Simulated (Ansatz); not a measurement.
The cluster Ti₂O₄⁻. Total charge -1; doublet. Geometry PBE-D4/def2-SVPD; atoms count from 1.

```xyz
6

Ti    0.0957   -0.2214    1.3697
Ti    0.6052   -0.0331   -1.2514
O    -1.0955    0.0257    2.5125
O     0.6513    1.1340    0.2083
O    -0.0791    0.4007   -2.7108
O    -0.1777   -1.3059   -0.1283
```

The structure comes from a short search, and lower isomers may exist.

Problem. Estimate the Mulliken populations from the PBE0/def2-TZVPD orbitals of Ansatz.

Solution. 
| atom | charge (e) | spin (α − β) | d electrons |
| --- | --- | --- | --- |
| Ti1 | 1.44 | 0.64 | 2.18 |
| Ti2 | 1.44 | 0.64 | 2.18 |
| O3 | -0.87 | -0.06 | – |
| O4 | -1.08 | -0.08 | – |
| O5 | -0.87 | -0.06 | – |
| O6 | -1.08 | -0.08 | – |
Mulliken values depend strongly on the basis. With diffuse functions, as here, like atoms can get unlike values, and bond orders can come out too low or too high.

Problem. Where does the spin sit?

Solution. Summed by element: Ti 1.28, O -0.28, of 1 unpaired in all. Largest on single atoms: Ti1 0.64, Ti2 0.64, O4 -0.08.

Problem. And the Mayer bond orders between heavy atoms (over 0.3)?

Solution. Ti1–Ti2 0.61 (2.68 Å); Ti1–O3 1.62 (1.67 Å); Ti1–O4 0.66 (1.87 Å); Ti1–O6 0.66 (1.87 Å); Ti2–O4 0.66 (1.87 Å); Ti2–O5 1.62 (1.67 Å); Ti2–O6 0.66 (1.87 Å).
